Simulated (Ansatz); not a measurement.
Consider the ligand exchange at the Al–I bond: `[CH3][AlH][I]` + `N=C=O` → `[CH3][AlH][N]=C=O` + HI.

Program: Ansatz. Geometries: PBE0-D4/def2-TZVP. ΔE: electronic, gas phase. CBS: MP2 limit from def2 TZ/QZ plus the TZ coupled-cluster correction, frozen cores. This one scheme is used for every species. DFT in def2-TZVPP. def2 core potentials past Kr. For I outer-core shells are correlated without core-valence functions, which leaves a few kJ/mol of doubt a bond. Each species was taken in one conformer, which may not be the lowest.

```json
{"level": "revPBE-D4", "ΔE (kJ/mol)": "14.2", "difference from CCSD(T)/CBS": "2.4"}
{"level": "BLYP-D4", "ΔE (kJ/mol)": "3.1", "difference from CCSD(T)/CBS": "-8.7"}
{"level": "r2SCAN-D4", "ΔE (kJ/mol)": "11.5", "difference from CCSD(T)/CBS": "-0.3"}
{"level": "ωB97M-V", "ΔE (kJ/mol)": "8.3", "difference from CCSD(T)/CBS": "-3.5"}
{"level": "CAM-B3LYP", "ΔE (kJ/mol)": "-0.8", "difference from CCSD(T)/CBS": "-12.6"}
{"level": "HF/def2-SVP", "ΔE (kJ/mol)": "-6.7", "difference from CCSD(T)/CBS": "-18.5"}
{"level": "SCS-MP2/def2-TZVPP", "ΔE (kJ/mol)": "5.3", "difference from CCSD(T)/CBS": "-6.5"}
{"level": "CCSD/def2-TZVPP", "ΔE (kJ/mol)": "3.1", "difference from CCSD(T)/CBS": "-8.7"}
{"level": "HF/def2-QZVPP", "ΔE (kJ/mol)": "0.1", "difference from CCSD(T)/CBS": "-11.7"}
{"level": "HF/CBS(def2)", "ΔE (kJ/mol)": "0.0", "difference from CCSD(T)/CBS": "-11.8"}
{"level": "CCSD(T)/CBS", "ΔE (kJ/mol)": "11.8", "difference from CCSD(T)/CBS": "0"}
```

Largest T1 diagnostic among the species: 0.018.

Leaving LDA and LC-ωPBE aside and taking each functional with its dispersion term where it has one, the values, not all of them listed here, spread over 16.7 kJ/mol, from CAM-B3LYP-D4 to PBE-D4. In def2-TZVPP, CCSD(T) changes the Hartree–Fock value by +4.3 kJ/mol (the triples alone add +2.3 kJ/mol) and MP2 by +9.2 kJ/mol. At CCSD(T), def2-SVP lies −13.1 kJ/mol from the extrapolated value and def2-TZVPP −6.4 kJ/mol.
